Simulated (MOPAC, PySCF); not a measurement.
H$_{3}$FOSi, SMILES `O[SiH2]F` (H–O–Si–F torsion 72°), neutral singlet in the gas phase. 

Cartesian coordinates (Å):
SMILES: O[SiH2]F
```xyz
6

O      1.1732    -0.3743    -0.2426
Si    -0.3991    -0.0205    -0.0016
F     -0.6929     1.5169    -0.3150
H      1.8260    -0.0414     0.3745
H     -0.7971    -0.2310     1.4101
H     -1.1608    -0.8398    -0.9618
```
Charge 0, spin multiplicity 1.

All levels are single points at this geometry (PBE0-D4/def2-TZVP); Pople sets use spherical d functions. Orbital energies aren't observables, and empty levels follow the basis.

```
level                            HOMO (eV)  LUMO (eV)  gap (eV)  dipole (D)  vertical IE, Delta-SCF (eV)
-------------------------------  ---------  ---------  --------  ----------  ---------------------------
B3LYP-D3(BJ)/def2-TZVP in PySCF      -9.13       0.04      9.17        1.63                            –
PBE0-D4/def2-TZVP in PySCF           -9.32       0.38      9.71        1.63                            –
B3LYP/3-21G in PySCF                 -8.59       1.31      9.90        1.90                            –
B3LYP/6-31G* in PySCF                -8.87       0.79      9.66        1.68                        11.73
B3LYP/LANL2DZ in PySCF               -9.21       0.55      9.76        2.27                            –
M06-2X/6-31G* in PySCF              -10.55       1.90     12.45        1.72                            –
SVWN5/6-31G* in PySCF                -7.56       0.00      7.56        1.70                        11.29
HF/3-21G in PySCF                   -12.90       5.10     18.00        2.11                            –
HF/6-31G* in PySCF                  -12.97       4.30     17.26        1.82                            –
HF/STO-3G in PySCF                   -9.72      13.05     22.77        1.29                            –
AM1 in MOPAC                        -11.32       1.34     12.66        1.45                            –
PM3 in MOPAC                        -10.40       0.96     11.36        1.31                            –
PM6 in MOPAC                        -11.17       0.06     11.23        1.96                            –
```
